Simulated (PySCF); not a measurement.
Computed properties of SnBr3, SMILES [Br][Sn+]([Br])[Br], charge +1

SnBr3, SMILES [Br][Sn+]([Br])[Br], charge +1. Geometry optimised at B3LYP-D3(BJ)/def2-SVP. The multiplicity is an assumed one; other spin states were not compared. The isomer is the one that the SMILES or the coordinates give; other isomers of the formula were not compared. The def2 effective core potentials stand for the cores of Sn; spin–orbit coupling is left out. The values are those of a single conformer. All values are computed for the isolated molecule unless a solvent is named; none is compared with measurement here.

**Structure.** The optimised structure has D3h symmetry. All 6 harmonic modes at B3LYP-D3(BJ)/def2-SVP (PySCF) are real, so it is a minimum. With heavy atoms numbered as in [Sn+:1]([Br:2])([Br:3])[Br:4], the shortest bond between them is Sn1–Br2 at 2.425 Å and the longest Sn1–Br4 at 2.425 Å.

**Vibrations.** The strongest infrared lines (harmonic, unscaled, degenerate partners summed) lie at 313 cm⁻¹ (65 km/mol, Sn 51 %, Br 49 %), 68 cm⁻¹ (5 km/mol, Br 84 %, Sn 16 %), 76 cm⁻¹ (3 km/mol, Sn 67 %, Br 33 %). The softest mode is at 68 cm⁻¹ and the zero-point energy is 1.5 kcal/mol.

**Electronic structure.** CAM-B3LYP/def2-TZVP (PySCF) places the frontier levels at -15.24 and -8.40 eV, a gap of 6.84 eV and a mean polarisability of 95.4 bohr³.

**Excitations.** TDA-CAM-B3LYP/def2-SVPD (PySCF) has S1 at 3.47 eV (358 nm, f = 0.000, dark); the most intense of the 10 singlets computed lies at 3.86 eV (f = 0.05). Strengths of degenerate partners are summed. T1 (TDA) is at 3.02 eV, 0.45 eV under S1. No vertical singlet excitation falls in the visible range (under 3.1 eV).
